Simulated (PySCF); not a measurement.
**Excitation energy of Xe²⁺ by level of theory**

Xe²⁺ [Kr] 4d10 5s2 5p4 (3P) → Xe²⁺ [Kr] 4d10 5s1 5p4 6s1 (5P), as a difference of total energies. All numbers are calculated (PySCF 2.14, the spin-free X2C one-electron Hamiltonian (Gaussian nucleus), in aug-cc-pVTZ-DK3 (8s7p5d2f, 68 functions)). Correlated levels: valence: [Kr] 4d10 frozen. The calculations carry no spin-orbit coupling.

| method | excitation energy (cm⁻¹) |
| --- | --- |
| UHF | 217190 |
| LDA | 223690 |
| PBE | 220980 |
| PBE0 | 222280 |
| r2SCAN | 222740 |
| wB97X-V | 226220 |
| TPSS | 222460 |
| M06-L | 226180 |
| MP2 (valence) | 215600 |

Problem. Estimate what M06 gives.

Solution. 226680 cm⁻¹, closest to wB97X-V among the rows shown.

Problem. Estimate what SCS-MP2 (valence) gives.

Solution. 216820 cm⁻¹, closest to UHF among the rows shown.

A first-order spin-orbit estimate (lowest level to lowest level, LS coupling) adds -0.057 eV.

The promoted electron is Rydberg-like, and one or two diffuse shells describe it only roughly, which tends to raise the upper state.
